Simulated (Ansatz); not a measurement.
`[SiH3]C(Cl)[TeH]` + `F[SiH]1CO1` → `[TeH][SiH]1CO1` + `FC([SiH3])Cl`  (redistribution)

Computed with Ansatz on PBE0-D4/def2-TZVP structures; ΔE is electronic, products minus reactants. CBS: MP2 limit from def2 TZ/QZ plus the TZ coupled-cluster correction, frozen cores. Functionals use def2-TZVPP. def2 core potentials past Kr. For Te outer-core shells are correlated without core-valence functions, which leaves a few kJ/mol of doubt a bond.

`[SiH3]C(Cl)[TeH]`:

```xyz
9

Si   -0.938   -0.264    0.553
C     0.245    0.047   -0.882
Cl   -0.065    1.669   -1.562
Te    2.282   -0.295   -0.303
H    -2.333   -0.007    0.110
H    -0.799   -1.676    0.993
H    -0.581    0.657    1.659
H     0.078   -0.672   -1.686
H     2.111    0.542    1.118
```

`F[SiH]1CO1`:

Cartesian coordinates in Å:
```
F -0.873 -1.819 -0.703
Si 0.213 -0.783 -0.194
C -0.181 0.943 0.065
O -0.062 -0.013 1.221
H 1.536 -1.373 -0.441
H 0.565 1.733 0.104
H -1.197 1.312 -0.053
```

`[TeH][SiH]1CO1`:

Z-matrix (Å, degrees):
```
Si
C 1 1.804
O 1 1.657 2 50.5
Te 1 2.464 2 125.2 3 102.3
H 1 1.480 2 122.9 3 -99.7
H 2 1.088 1 121.3 3 -99.7
H 2 1.088 1 122.7 3 99.1
H 4 1.657 1 90.7 2 -13.9
```

`FC([SiH3])Cl`:

```xyz
8

F     1.037   -0.918    1.337
C     0.572    0.211    0.717
Si   -0.462   -0.238   -0.822
Cl   -0.453    1.124    1.852
H     1.430    0.853    0.507
H     0.392   -1.023   -1.750
H    -0.889    1.027   -1.465
H    -1.627   -1.036   -0.376
```

CCSD(T)/CBS gives +142.3 kJ/mol.

**Question.** Another level gave +130.6 kJ/mol. Which?
A. CCSD/def2-TZVPP
B. PBE/def2-TZVPP
C. ωB97X-V/def2-TZVPP
D. ωB97M-V/def2-TZVPP

**Answer.** D. ωB97M-V 130.6, PBE 109.3, CCSD/def2-TZVPP 139.3, ωB97X-V 125.1 kJ/mol.

Largest T1 diagnostic among the species: 0.013.

In def2-TZVPP, CCSD(T) changes the Hartree–Fock value by +10.6 kJ/mol (the triples alone add −0.1 kJ/mol) and MP2 by +22.3 kJ/mol. From PBE to PBE0 (25 % exact exchange), in def2-TZVPP and without D4, ΔE moves by +5.9 kJ/mol. The D4 term adds +6.2 kJ/mol with B3LYP and +3.1 kJ/mol with PBE0; it sums over pairs of atoms, weighted by their polarisabilities, and B3LYP, whose exchange is more repulsive, gets the larger term.

B3LYP here is the variant with VWN-RPA as its local correlation; programs differ in this.
